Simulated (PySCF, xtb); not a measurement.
C₄H₁₁NSi, SMILES CNC1([SiH3])CC1. Other conformers were not sampled.

Harmonic wavenumbers (cm⁻¹) from xtb with GFN2-xTB at its own minimum, in rising order: 74, 102, 199, 205, 239, 268, 345, 450, 545, 561, 581, 772, 788, 791, 801, 810, 875, 919, 960, 1024, 1065, 1066, 1097, 1124, 1149, 1161, 1228, 1332, 1385, 1416, 1428, 1475, 1487, 1498, 2237, 2251, 2279, 2854, 3009, 3010, 3077, 3080, 3090, 3104, 3348.

**Question.** What does PBE-D3(BJ)/def2-SVP (PySCF) give at its own minimum? (Estimate from the structure and the level; the computed values follow.)

**Answer.** 82, 133, 183, 203, 227, 255, 338, 442, 537, 604, 638, 715, 757, 837, 880, 882, 904, 916, 925, 964, 1009, 1023, 1087, 1109, 1131, 1153, 1202, 1270, 1367, 1383, 1399, 1420, 1424, 1450, 2143, 2152, 2157, 2878, 3000, 3055, 3059, 3062, 3153, 3162, 3437. Paired by order, the mean absolute difference is 39 cm⁻¹ and the zero-point energies are 86.6 and 85.9 kcal/mol.
